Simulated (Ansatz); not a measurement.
```xyz
8

C    -0.213    0.233    1.201
O     0.680    0.744    0.246
Ge    0.253   -0.204   -1.224
Se   -1.300   -1.165    0.238
H     0.313   -0.247    2.028
H    -0.891    1.004    1.572
H     1.432   -1.067   -1.708
H    -0.273    0.702   -2.353
```

The species carries charge 0 and has multiplicity 1.

Problem. List the B3LYP/def2-TZVPP orbital energies in eV (the Gaussian-basis code of Ansatz). (Estimate.)

Solution. Ansatz gave: Occupied: -12350.85, -10851.27, -1580.18, -1418.35, -1418.32, -1418.26, -1355.58, -1206.51, -1206.47, -1206.46, -520.65, -279.13, -212.48, -170.16, -156.55, -156.47, -156.26, -120.48, -120.39, -120.34, -57.33, -57.33, -57.15, -57.09, -57.05, -34.11, -34.00, -33.93, -33.91, -33.89, -27.72, -19.67, -17.73, -14.44, -12.98, -12.37, -11.65, -10.22, -8.74, -7.97, -7.85, -6.45. Lowest empty: -1.29, -0.95, 0.54, 1.30, 1.96, 2.09, 2.80, 3.19.

B3LYP here is the variant with VWN-RPA as its local correlation; programs differ in this.
